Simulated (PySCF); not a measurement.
Species: C7H7ClO.
Structure used (GFN2-xTB), in Å, numbered top down from 1:
```xyz
16
C7H7ClO angstrom
O      4.2682   -0.7294    0.0131
C      3.5714    0.1542    0.4369
C      2.1823    0.3190    0.1629
C      1.0096    0.4504   -0.0883
C     -0.3951    0.5992   -0.3533
C     -1.1088   -0.7196   -0.7344
C     -1.7560   -0.7467    0.6539
Cl    -3.5197   -0.9691    0.6718
C     -1.2697    0.6811    0.9220
H      3.9690    0.9451    1.1058
H     -0.5376    1.4197   -1.0590
H     -0.4578   -1.5597   -0.9653
H     -1.8322   -0.5887   -1.5351
H     -1.3361   -1.4928    1.3273
H     -0.7334    0.8250    1.8573
H     -2.0619    1.4212    0.8404
```

The closed-shell SCF was solved with PySCF and density fitting under several settings on one GFN2-xTB geometry (grid level 2 and gas phase unless stated).

| settings | basis functions | SCF cycles | E (Eh) | HOMO (eV) | LUMO (eV) | dipole (D) |
| --- | --- | --- | --- | --- | --- | --- |
| PBE0/pcSseg-1 | 195 | 16 | -805.6612 | -7.95 | -1.93 | 2.69 |
| B3LYP/def2-SVPD | 246 | 16 | -805.9197 | -7.75 | -2.26 | 2.83 |
| BLYP/6-311G**, start guess atom, damping 0.2 at the start, DIIS from the seventh cycle | 212 | 37 | -806.2407 | -5.94 | -2.62 | 2.51 |
| KT3/cc-pVDZ, damping 0.1 at the start, DIIS from the seventh cycle | 165 | 31 | -814.8525 | -6.12 | -2.60 | 2.40 |

**Question.** Estimate the rows for these settings: (1) mPW1PW91/def2-SVPD; (2) PBE0/pcSseg-1, energy threshold 1e-11 Eh.

**Answer.** 
```
                                settings  basis functions  SCF cycles     E (Eh)  HOMO (eV)  LUMO (eV)  dipole (D)
                      mPW1PW91/def2-SVPD              246          16  -805.8432      -8.06      -2.05        2.81
PBE0/pcSseg-1, energy threshold 1e-11 Eh              195          13  -805.6612      -7.95      -1.93        2.69
```

**Question.** Over all rows, what range does the HOMO–LUMO gap span?

**Answer.** From 3.32 eV to 6.02 eV.

**Question.** And the dipole moment?

**Answer.** From 2.40 D (KT3/cc-pVDZ, damping 0.1 at the start, DIIS from the seventh cycle) to 2.83 D (B3LYP/def2-SVPD); the largest is 1.18 times the smallest, and the median is 2.69 D.

Cycle counts include a coarse-grid stage where the run had one. All basis functions are spherical, in the Pople sets too. KT3 was designed for NMR shieldings or shifts; total energies of different functionals aren't comparable.

One conformer stands for the species.
